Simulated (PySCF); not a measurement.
From one molecule to another.

First species: C₉H₁₄.
Bonds: C1–C2, C2–C3, C2–C4, C4–C5 (double), C5–C6, C6–C7, C7–C8 (double), C8–C9, C4–C9. Hydrogens: H10, H11, H12 on C1; H13 on C2; H14, H15, H16 on C3; H17 on C5; H18, H19 on C6; H20 on C7; H21 on C8; H22, H23 on C9.

Second species: C9H11OP.
SMILES: `C#CC[P@@](=O)(C#CC)C1CC1`

Levels: PBE0/pcSseg-1 for dipole moment, HOMO energy, LUMO energy and HOMO–LUMO gap; GFN2-xTB for rotational constant A and rotational constant C. Geometries: GFN2-xTB. Each structure is a single optimised conformer of the isolated species, non-relativistic unless stated; the electronic structure was computed with PySCF and density fitting.

Dipoles, sizes and rotational constants follow the conformer. The torsions of the flexible species, by atom-mapped SMILES:
- `[CH3:1][CH:2]([CH3:3])[C:4]1=[CH:5][CH2:6][CH:7]=[CH:8][CH2:9]1`: C1–C2–C4–C5 -127°
- `[CH:1]#[C:2][CH2:3][P@@:4](=[O:5])([C:6]#[C:7][CH3:8])[CH:9]1[CH2:10][CH2:11]1`: C2–C3–P4–O5 -179°, C3–P4–C9–C10 92°

Question: Which has the higher HOMO–LUMO gap?

Answer: The second: 7.45 eV against 7.15 eV, a difference of 0.30 eV.

Question: Which has the higher HOMO energy?

Answer: The first: -6.55 eV against -7.43 eV, a difference of 0.88 eV.

Question: Which has the higher rotational constant A?

Answer: The first: 3.125 GHz against 1.055 GHz, a difference of 2.070 GHz.

Question: Which of the two has the higher rotational constant C, and by how much?

Answer: The first: 0.964 GHz against 0.588 GHz, a difference of 0.376 GHz.

Question: Which has the higher dipole moment?

Answer: The second: 4.02 D against 0.25 D, a difference of 3.77 D.

Question: Which has the higher LUMO energy?

Answer: The first: 0.60 eV against 0.02 eV, a difference of 0.58 eV.

On the first: The dipole equals about 0.8 × 10⁻³⁰ C·m (1 D = 3.33564 × 10⁻³⁰ C·m).

On the second: A dipole of 4.02 D is allowed in C1, and pure rotational transitions are dipole-allowed. The dipole equals about 13.4 × 10⁻³⁰ C·m (1 D = 3.33564 × 10⁻³⁰ C·m). GFN2-xTB frequencies show an imaginary mode (24i cm⁻¹), so this geometry is no minimum at that level.
